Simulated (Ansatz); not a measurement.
C2H3ClFIn (`C=[CH][In]([F])[Cl]`) from Hartree–Fock to CCSD(T)

```xyz
8

C     0.125    1.505   -0.311
C    -0.566    0.382   -0.473
In    0.093   -1.401    0.427
F     1.731   -1.303    1.479
Cl   -0.746   -3.551    0.438
H    -0.200    2.438   -0.769
H     1.037    1.555    0.276
H    -1.473    0.375   -1.068
```

Total charge 0; spin multiplicity 1. Correlated methods include outer-core shells of In, which these sets cover unevenly. In takes the def2 core potential. The geometry is a stationary point of PBE0-D4/def2-TZVP. It is one conformer, not always the lowest. Frozen core, restricted reference, Ansatz.

```json
{"basis": "def2-SVP", "HF (Eh)": "-825.39575", "MP2 corr.": "-0.66337"}
{"basis": "def2-TZVPP", "HF (Eh)": "-825.77922", "MP2 corr.": "-1.03801"}
{"basis": "def2-QZVPP", "HF (Eh)": "-825.80186", "MP2 corr.": "-1.29207"}
```

Question: Estimate the CCSD correlation energy and the (T) correction in each basis where they were run (hartree).

Answer: 
| basis | CCSD corr. | (T) |
| --- | --- | --- |
| def2-SVP | -0.70204 | -0.01978 |
| def2-TZVPP | -1.06211 | -0.04113 |
